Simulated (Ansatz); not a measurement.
`CCI`, relaxed with RKS PBE0-D4/def2-TZVP in Ansatz from a PBE-D4/def2-SVP geometry. The force threshold is 0.005 eV/Å; the program also tests the step.

Charge 0, multiplicity 1. I takes the def2 core potential.

Start:

```xyz
8

C    -0.556   -0.068   -0.615
C     0.372   -0.150    0.580
I     1.715    1.575    0.724
H    -1.209   -0.968   -0.634
H     0.004   -0.036   -1.571
H    -1.210    0.825   -0.569
H     1.051   -1.022    0.540
H    -0.167   -0.156    1.545
```

(1) By how much does the energy fall, and how many steps does the optimiser take? (Estimate.)

(2) Which bonds change most? (An estimate is asked.)

(3) Give the relaxed structure. (Estimate.)

Results:

(1) Ansatz gave: 0.04 eV, in 4 steps.

(2) Ansatz gave: C2–I3 from 2.192 to 2.149 Å; C2–H7 from 1.106 to 1.088 Å; C2–H8 from 1.106 to 1.088 Å; C1–H6 from 1.108 to 1.091 Å.

(3) The calculation gave: 
```xyz
8

C    -0.551   -0.067   -0.609
C     0.372   -0.149    0.579
I     1.681    1.551    0.704
H    -1.196   -0.952   -0.630
H     0.007   -0.032   -1.546
H    -1.189    0.816   -0.560
H     1.038   -1.008    0.536
H    -0.163   -0.157    1.526
```
